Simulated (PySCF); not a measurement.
GdCl at PBE0

Level: PBE0. Gd x2c-SVPall, Cl x2c-SVPall; spin-free X2C with a Gaussian nucleus (PySCF 2.14).

| Item | Value |
| --- | --- |
| state | decet, about 7.0 electrons in the 4f shell (Mulliken), a second solution, started from another occupation |
| bond length | 2.451 Å |
| harmonic wavenumber | 338 cm⁻¹ |
| force constant | 1.93 mdyn/Å |
| rotational constant Be | 0.09804 cm⁻¹ |
| anharmonicity ωexe | 0.893 cm⁻¹ |
| vibration–rotation constant αe | 0.000371 cm⁻¹ |
| energy of the minimum from ground-state Gd (4f7 5d1 6s2) + Cl | -5.05 eV |
| bond order (Mayer) | 1.24 |
| dipole moment (positive dipole means Gd(−)Cl(+)) | -4.32 D |

These are scalar-relativistic numbers at best; spin–orbit coupling would shift them, the dissociation energy most.
